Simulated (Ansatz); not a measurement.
Cost and result up the ladder for Cu₂Te₈ (the lowest singlet isomer of a short search) (10 atoms). The state is a singlet with charge 0. Geometry: PBE0-D4/def2-SVP.

```xyz
10

Cu    1.369    0.518    0.097
Cu   -0.586   -1.316   -0.276
Te    2.509   -0.964    1.768
Te   -0.013   -1.864    2.137
Te   -2.232    0.782   -0.598
Te   -1.073    1.932   -2.754
Te   -1.235    0.420    3.281
Te    0.443   -2.046   -2.443
Te   -0.534    2.038    1.230
Te    1.350    0.500   -2.443
```

Ansatz on 4 threads of Arm Neoverse V1 on a shared host. Times are rough, and most runs start from the orbitals of an earlier one. PBE0-D4/def2-SVP serves as the yardstick here, not as an exact answer. Binding counts from free atoms at the same level (Cu doublet, Te triplet; other spins of the atoms weren't run), without zero-point energy or a counterpoise term.

In the def2 sets Te takes a core potential; there is no spin–orbit coupling. Correlated methods freeze 50 core orbitals; core or outer-core shells of Te are correlated, in sets that lack core-valence functions. The structure comes from a short search, and lower isomers may exist.

Second-order perturbation terms are unreliable where d shells bring near-degenerate states, and here MP2/def2-SVP lies more than 0.4 eV from the median of the functionals without such a term.

Correlated methods converge slowly with the basis, most of all in double-zeta sets.

```csv
level,functions,wall time,binding energy per atom (eV),difference from PBE0-D4/def2-SVP (eV),remarks
PBE-D4/def2-SVP,270,12 s,2.64,0.25,–
r2SCAN-D4/def2-SVP,270,28 s,2.44,0.05,–
MP2/def2-SVP,270,38 s,2.00,-0.39,test for broken spin undecided
PBE0-D4/def2-SVP (with forces),270,47 s,2.39,0.00,–
```
